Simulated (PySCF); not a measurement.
Compound: C4H4F2Ge.
InChI=1S/C4H4F2Ge/c5-3-1-2-7-4(3)6/h1-2H,7H2

All values: B3LYP/def2-SVPD (PySCF, non-relativistic), on one gas-phase PBE0-D3(BJ)/def2-SVP geometry that isn't relaxed in the solvent. The solvent is an IEF-PCM continuum (cavity from Bondi-type radii × 1.2), and excitations are vertical TDDFT with non-equilibrium linear response and a frozen core. Only the electrostatic response of the medium enters. Spin–orbit coupling is left out although an atom past zinc is present.

| run | E − E(gas) (kcal/mol) | HOMO (eV) | HOMO–LUMO gap (eV) | dipole (D) | lowest singlet (eV) | static polarisability (au) |
| --- | --- | --- | --- | --- | --- | --- |
| gas | 0.00 | -6.60 | 4.75 | 2.56 | 4.23 | 74.9 |
| P | -1.01 | -6.54 | 4.78 | 2.85 | 4.22 | 84.5 |
| Q | -1.81 | -6.51 | 4.81 | 3.09 | 4.25 | 93.4 |

Q: The runs were made in chloroform and cyclohexane. Which run belongs to which solvent?

A: P = cyclohexane, Q = chloroform. The dielectric constants are 2.017 (cyclohexane), 4.711 (chloroform), and the energy falls further as ε rises. The optical constants n² used for the excitations are 2.04, 2.09 in the same order. In this model the ground state sees the solvent through ε alone.

Q: How constant is the ratio of the lowering to (ε − 1)/(2ε + 1)?

A: 
```json
{"solvent": "cyclohexane", "(ε − 1)/(2ε + 1)": "0.202", "E − E(gas) (kcal/mol)": "-1.01", "ratio (kcal/mol)": "-5.0", "polarisation term (kcal/mol)": "-1.08"}
{"solvent": "chloroform", "(ε − 1)/(2ε + 1)": "0.356", "E − E(gas) (kcal/mol)": "-1.81", "ratio (kcal/mol)": "-5.1", "polarisation term (kcal/mol)": "-2.03"}
```

The ratio changes by +1.7 % in size from cyclohexane to chloroform. The polarisation term is half the interaction of the solute with the induced surface charges.

Hardware: one thread of an Arm Neoverse V1, on a shared host. Cost: 25 s of wall time, 0.95 GiB resident at most. This is the whole response run at B3LYP/def2-SVPD in chloroform, SCF included.
